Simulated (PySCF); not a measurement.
TaF5, SMILES [F][Ta]([F])([F])([F])[F], multiplicity 1. Atoms are numbered in the order given.

```xyz
6

Ta     0.0000     0.0000     0.0000
F      0.0000     0.0000     1.8872
F      0.0000     0.0000    -1.8872
F     -1.8591     0.0000     0.0000
F      0.9296     1.6101     0.0000
F      0.9296    -1.6101     0.0000
```

Geometry optimised at r2SCAN-D4/def2-SVP. The spin state was assumed, not searched. The isomer is the one that the SMILES or the coordinates give; other isomers of the formula were not compared. The def2 effective core potentials stand for the cores of Ta; spin–orbit coupling is left out.

Calculation: M06-2X/def2-TZVP (PySCF).

ESP charges are fitted to the potential on shells at 1.4 to 2.0 van der Waals radii. Atomic charges (e):

```json
[
 {"atom": "Ta1", "Löwdin": "1.08", "ESP fit": "1.79"},
 {"atom": "F2", "Löwdin": "-0.24", "ESP fit": "-0.40"},
 {"atom": "F3", "Löwdin": "-0.24", "ESP fit": "-0.40"},
 {"atom": "F4", "Löwdin": "-0.20", "ESP fit": "-0.33"},
 {"atom": "F5", "Löwdin": "-0.20", "ESP fit": "-0.33"},
 {"atom": "F6", "Löwdin": "-0.20", "ESP fit": "-0.33"}
]
```
